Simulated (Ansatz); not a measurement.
The inner images of a band of CH6BrGa (9 atoms, charge 0, multiplicity 1) are given out of order.

Level of theory: Ansatz 0.2.0, RKS CAM-B3LYP-D4/def2-SVP.

Image 0:

```xyz
9
Properties=species:S:1:pos:R:3
Ga -0.053 0.270 0.058
H -0.120 0.626 1.591
H 1.334 0.361 -0.673
C -1.719 0.046 -0.966
H -2.503 -0.444 -0.370
H -2.101 1.040 -1.257
H -1.565 -0.530 -1.891
Br 0.268 -2.627 0.808
H 0.154 -2.287 2.186
```

Image 6:

```xyz
9
Properties=species:S:1:pos:R:3
Ga 0.119 -0.676 -0.426
H -0.275 0.346 2.032
H 1.447 0.135 -0.469
C -1.683 -0.102 -0.913
H -2.433 -0.848 -0.618
H -1.923 0.862 -0.442
H -1.740 0.039 -2.003
Br 0.378 -2.897 0.161
H -0.196 -0.403 2.162
```

**Question.** Put them in order from the first end to the last, with their energies above the first end.
A.
```xyz
9
Properties=species:S:1:pos:R:3
Ga 0.061 -0.389 -0.181
H -0.162 -0.056 1.858
H 1.412 0.365 -0.338
C -1.715 -0.014 -0.898
H -2.483 -0.594 -0.370
H -2.010 1.045 -0.928
H -1.676 -0.380 -1.937
Br 0.320 -2.685 0.483
H -0.052 -0.836 1.796
```
B.
```xyz
9
Properties=species:S:1:pos:R:3
Ga -0.036 0.199 0.047
H -0.113 0.428 1.608
H 1.366 0.329 -0.642
C -1.714 0.038 -0.964
H -2.459 -0.548 -0.405
H -2.137 1.044 -1.119
H -1.568 -0.421 -1.952
Br 0.238 -2.711 0.872
H 0.117 -1.903 2.040
```
C.
```xyz
9
Properties=species:S:1:pos:R:3
Ga 0.114 -0.573 -0.367
H -0.266 0.162 2.042
H 1.421 0.270 -0.335
C -1.687 -0.061 -0.917
H -2.445 -0.618 -0.350
H -1.866 1.018 -0.809
H -1.809 -0.321 -1.981
Br 0.410 -2.823 0.114
H -0.178 -0.597 2.089
```
D.
```xyz
9
Properties=species:S:1:pos:R:3
Ga -0.002 -0.035 0.006
H -0.140 -0.051 1.675
H 1.438 0.354 -0.418
C -1.721 0.006 -0.916
H -2.470 -0.586 -0.374
H -2.083 1.042 -0.998
H -1.616 -0.403 -1.931
Br 0.266 -2.643 0.853
H 0.024 -1.226 1.588
```
E.
```xyz
9
Properties=species:S:1:pos:R:3
Ga -0.026 0.135 0.053
H -0.129 0.206 1.642
H 1.401 0.338 -0.551
C -1.710 0.026 -0.941
H -2.456 -0.562 -0.387
H -2.116 1.044 -1.064
H -1.583 -0.410 -1.942
Br 0.247 -2.755 0.936
H 0.066 -1.566 1.739
```

**Answer.** B (+0.6 kcal/mol), E (+2.1 kcal/mol), D (+5.7 kcal/mol), A (-16.7 kcal/mol), C (-24.1 kcal/mol).

The run took 87 s on 4 threads of Arm Neoverse V2, on a shared host, peak memory 0.33 GiB.
